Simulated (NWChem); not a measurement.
All runs are NWChem calculations. System: Cl2Mg, charge 0, spin multiplicity 1, at a geometry optimised with PBE0/def2-SVP. The structure started from a generated list of species. Level: EOM-CCSD/aug-cc-pVDZ, 15 core orbitals frozen.

Job file:

```
start mol
memory heap 100 mb stack 700 mb global 1900 mb
geometry units angstroms nocenter noautoz
  Mg     0.000000     0.000000     0.000000
  Cl     0.000000     0.000000    -2.192979
  Cl     0.000000     0.000000     2.192979
  symmetry group D2h
end
basis spherical
  * library aug-cc-pvdz
end
scf
  rhf
  nopen 0
  maxiter 100
  thresh 1e-7
  semidirect memsize 60000000 filesize 0
end
tce
  freeze core 15
  ccsd
  nroots 1
  2eorb
  2emet 13
  thresh 1e-5
  maxiter 200
  tilesize 24
  dipole
end
task tce energy
```

Output (cleaned and shortened):

```
             Northwest Computational Chemistry Package (NWChem) 7.3.0
             --------------------------------------------------------

                                NWChem Input Module
                                -------------------

 Scaling coordinates for geometry "geometry" by  1.889725989
 (inverse scale =  0.529177249)

 Turning off AUTOSYM since
 SYMMETRY directive was detected!

                             Geometry "geometry" -> ""
                             -------------------------

 Output coordinates in angstroms (scale by  1.889725989 to convert to a.u.)

  No.       Tag          Charge          X              Y              Z
 ---- ---------------- ---------- -------------- -------------- --------------
    1 Mg                  12.0000     0.00000000     0.00000000     0.00000000
    2 Cl                  17.0000     0.00000000     0.00000000    -2.19297900
    3 Cl                  17.0000     0.00000000     0.00000000     2.19297900

 Effective nuclear repulsion energy (a.u.)     133.3211262271

            Nuclear Dipole moment (a.u.)
            ----------------------------
        X                 Y               Z
 ---------------- ---------------- ----------------
     0.0000000000     0.0000000000     0.0000000000

      Symmetry information
      --------------------

 Group name             D2h
 Group number             26
 Group order               8
 No. of unique centers     2

      Symmetry unique atoms

     1    2


 Summary of "ao basis" -> "" (spherical)
 ------------------------------------------------------------------------------
       Tag                 Description            Shells   Functions and Types
 ---------------- ------------------------------  ------  ---------------------
 *                        aug-cc-pvdz                 on all atoms

 Summary of "ao basis" -> "ao basis" (spherical)
 ------------------------------------------------------------------------------
       Tag                 Description            Shells   Functions and Types
 ---------------- ------------------------------  ------  ---------------------
 Mg                       aug-cc-pvdz               11       27   5s4p2d
 Cl                       aug-cc-pvdz               11       27   5s4p2d

                                 NWChem SCF Module
                                 -----------------

  ao basis        = "ao basis"
  functions       =    81
  atoms           =     3
  closed shells   =    23
  open shells     =     0
  charge          =   0.00
  wavefunction    = RHF
  use symmetry    = T
  symmetry adapt  = T

 Summary of "ao basis" -> "ao basis" (spherical)
 ------------------------------------------------------------------------------
       Tag                 Description            Shells   Functions and Types
 ---------------- ------------------------------  ------  ---------------------
 Mg                       aug-cc-pvdz               11       27   5s4p2d
 Cl                       aug-cc-pvdz               11       27   5s4p2d

      Symmetry analysis of basis
      --------------------------

        ag         22
        au          2
        b1g         4
        b1u        17
        b2g         8
        b2u        10
        b3g         8
        b3u        10

 Forming initial guess at       0.1s

      Superposition of Atomic Density Guess
      -------------------------------------

 Sum of atomic energies:       -1118.56055222

      Non-variational initial energy
      ------------------------------
[...]
 Iterations converged

 Excited state root  1
 Excitation energy / hartree =        0.233624276533259
                   / eV      =        6.357242727322437

 EOM-CCSD transition moments / hartree
 --------------------------------------------
 X    0.0000000 Y    0.0000000 Z    0.0000000
 Oscillator Strength               -0.0000000
 --------------------------------------------

 EOM-CCSD dipole moments / hartree & Debye
 ------------------------------------
   X        -0.0000000     -0.0000000
   Y         0.0000000      0.0000000
   Z         0.0000000      0.0000000
 Total       0.0000000      0.0000000
 ------------------------------------

 Singles contributions
    24ag  (alpha) ---    23b3g (alpha)       -0.7901486894
    28ag  (alpha) ---    23b3g (alpha)        0.4553772545
    40ag  (alpha) ---    23b3g (alpha)       -0.1061816506
    31b1u (alpha) ---    21b2u (alpha)       -0.1293079335

 Doubles contributions

 =========================================
 Excited-state calculation ( b3u symmetry)
 =========================================
 Dim. of EOMCC iter. space      500

 EOMCCSD SOLVER TYPE  1
  maxdiff =   0.45824267684106257

 No. of initial right vectors    1

 EOM-CCSD right-hand side iterations
 --------------------------------------------------------------
      Residuum       Omega / hartree  Omega / eV    Cpu    Wall
 --------------------------------------------------------------

 Iteration   1 using    1 trial vectors
   0.4270861639656   0.3620112255739    9.85083     4.5     4.5

 Iteration   2 using    2 trial vectors
   0.0969965583780   0.2691294150536    7.32339     3.0     3.0

 Iteration   3 using    3 trial vectors
   0.0907888521309   0.2542673363707    6.91897     2.9     2.9

 Iteration   4 using    4 trial vectors
   0.0374448910269   0.2446500730112    6.65727     2.9     2.9

 Iteration   5 using    5 trial vectors
   0.0144682840491   0.2424886020784    6.59845     2.9     2.9

 Iteration   6 using    6 trial vectors
   0.0066795961974   0.2423735190813    6.59532     2.9     2.9

 Iteration   7 using    7 trial vectors
   0.0037795937429   0.2423531011438    6.59477     2.9     2.9

 Iteration   8 using    8 trial vectors
   0.0020529117206   0.2423329805032    6.59422     2.9     2.9

 Iteration   9 using    9 trial vectors
   0.0010936848878   0.2423527549410    6.59476     2.9     2.9

 Iteration  10 using   10 trial vectors
   0.0005510312638   0.2423424765274    6.59448     3.0     3.0

 Iteration  11 using   11 trial vectors
   0.0002406237293   0.2423404406395    6.59442     3.1     3.1

 Iteration  12 using   12 trial vectors
   0.0001073670626   0.2423422990293    6.59447     3.0     3.0

 Iteration  13 using   13 trial vectors
   0.0000494747900   0.2423415802393    6.59445     3.1     3.1

 Iteration  14 using   14 trial vectors
   0.0000230817516   0.2423415161648    6.59445     3.0     3.0

 Iteration  15 using   15 trial vectors
   0.0000091188973   0.2423416446969    6.59445     3.0     3.0
 --------------------------------------------------------------
 Iterations converged
 ------------------

 Excited state root  1
 Excitation energy / hartree =        0.242341644696950
                   / eV      =        6.594454485374169
 largest EOMCCSD amplitudes: R1 and R2

 Singles contributions
    24ag  (alpha) ---    20b3u (alpha)        0.7945450426
    28ag  (alpha) ---    20b3u (alpha)       -0.4516524088
    40ag  (alpha) ---    20b3u (alpha)        0.1059719567
    31b1u (alpha) ---    22b2g (alpha)        0.1322735151

 Doubles contributions

 No. of initial left vectors    1

 EOM-CCSD left-hand side iterations
 --------------------------------------------------------------
      Residuum       Omega / hartree  Omega / eV    Cpu    Wall
 --------------------------------------------------------------

 Iteration   1 using    1 trial vectors
   0.4701965537334   0.3620112255739    9.85083     7.6     7.6

 Iteration   2 using    2 trial vectors
   0.1005134336055   0.2702253125579    7.35321     7.0     7.0

 Iteration   3 using    3 trial vectors
   0.0921682094640   0.2550595623979    6.94053     7.1     7.1

 Iteration   4 using    4 trial vectors
   0.0371751192525   0.2443327510961    6.64864     7.7     7.7

 Iteration   5 using    5 trial vectors
   0.0144065190080   0.2423657829932    6.59511     7.5     7.5

 Iteration   6 using    6 trial vectors
   0.0068455532152   0.2424074324221    6.59624     7.0     7.0

 Iteration   7 using    7 trial vectors
   0.0038484589003   0.2423644632547    6.59508     7.0     7.0

 Iteration   8 using    8 trial vectors
   0.0020808144719   0.2423228310079    6.59394     7.0     7.0

 Iteration   9 using    9 trial vectors
   0.0011153414368   0.2423525922786    6.59475     7.2     7.2

 Iteration  10 using   10 trial vectors
   0.0005563701190   0.2423410603602    6.59444     7.0     7.0

 Iteration  11 using   11 trial vectors
   0.0002436725477   0.2423397112672    6.59440     7.6     7.6

 Iteration  12 using   12 trial vectors
   0.0001082965665   0.2423425539189    6.59448     7.2     7.2

 Iteration  13 using   13 trial vectors
   0.0000504591701   0.2423415846265    6.59445     7.7     7.7

 Iteration  14 using   14 trial vectors
   0.0000231538804   0.2423415678409    6.59445     7.0     7.0

 Iteration  15 using   15 trial vectors
   0.0000091153598   0.2423416845799    6.59446     7.3     7.3
 --------------------------------------------------------------
 Iterations converged

 Excited state root  1
 Excitation energy / hartree =        0.242341644696950
                   / eV      =        6.594454485374169

 EOM-CCSD transition moments / hartree
 --------------------------------------------
 X    0.8940821 Y    0.0000000 Z    0.0000000
 Oscillator Strength                0.1291492
 --------------------------------------------

 EOM-CCSD dipole moments / hartree & Debye
 ------------------------------------
   X        -0.0000000     -0.0000000
   Y         0.0000000      0.0000000
   Z         0.0000000      0.0000000
 Total       0.0000000      0.0000000
 ------------------------------------

 Singles contributions
    24ag  (alpha) ---    20b3u (alpha)        0.7945450426
    28ag  (alpha) ---    20b3u (alpha)       -0.4516524088
    40ag  (alpha) ---    20b3u (alpha)        0.1059719567
    31b1u (alpha) ---    22b2g (alpha)        0.1322735151

 Doubles contributions

 Task  times  cpu:     1541.8s     wall:     1541.8s

 Total times  cpu:     1541.9s     wall:     1541.9s
```
